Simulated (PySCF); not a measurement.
SeH: frontier orbitals

PBE at R = 1.472 Å; basis H def2-TZVP, Se def2-TZVP; no relativity; PySCF 2.14. State: ²Π (doublet), unpaired electrons π ↑. Only the outer orbitals are listed, counted within each symmetry.

| spin | orbital | occ. | ε (eV) | on H (%) | main shells (%) |
| --- | --- | --- | --- | --- | --- |
| α | 7σ | 1 | -17.62 | 9 | 89 Se s, 9 H s |
| α | 8σ | 1 | -9.71 | 32 | 58 Se p, 31 H s, 9 Se s |
| α | 4π | 1 | -7.28 | 0 | 100 Se p |
| α | 4π | 1 | -6.13 | 0 | 100 Se p |
| α | 9σ | 0 | -0.71 | 66 | 65 H s, 32 Se p |
| α | 10σ | 0 | 3.58 | 69 | 68 H s, 29 Se d |
| α | 5π | 0 | 4.86 | 0 | 82 Se p, 17 Se d |
| β | 7σ | 1 | -16.87 | 12 | 86 Se s, 11 H s |
| β | 8σ | 1 | -9.43 | 33 | 55 Se p, 32 H s, 11 Se s |
| β | 4π | 1 | -5.80 | 0 | 100 Se p |
| β | 4π | 0 | -5.55 | 0 | 100 Se p |
| β | 9σ | 0 | -0.48 | 65 | 64 H s, 33 Se p |
| β | 10σ | 0 | 3.87 | 68 | 67 H s, 26 Se d, 10 Se p |

Task: Which are the highest filled and the lowest empty level, where do they sit, and how wide is the gap?

Result: Highest filled β 4π at -5.80 eV (in %: 100 Se p); lowest empty β 4π at -5.55 eV (in %: 100 Se p); the gap at PBE is 0.25 eV. Both belong to one degenerate shell, split only by its one-sided filling, so this is no excitation gap.

| Item | Value |
| --- | --- |
| bond order (Mayer) | 0.97 |
| ⟨S²⟩ | 0.753 |
| charge on H (Mulliken, basis-dependent) | 0.14 |
| charge on H (Löwdin, basis-dependent) | 0.02 |
| dipole moment (positive dipole means H(−)Se(+)) | -0.55 D |
| polarisability along the bond | 27.1 bohr³ |
| polarisability across the bond | 20.4 bohr³ |

Spin–orbit coupling is left out. The state was picked by a PBE0 search and need not be the measured ground state.
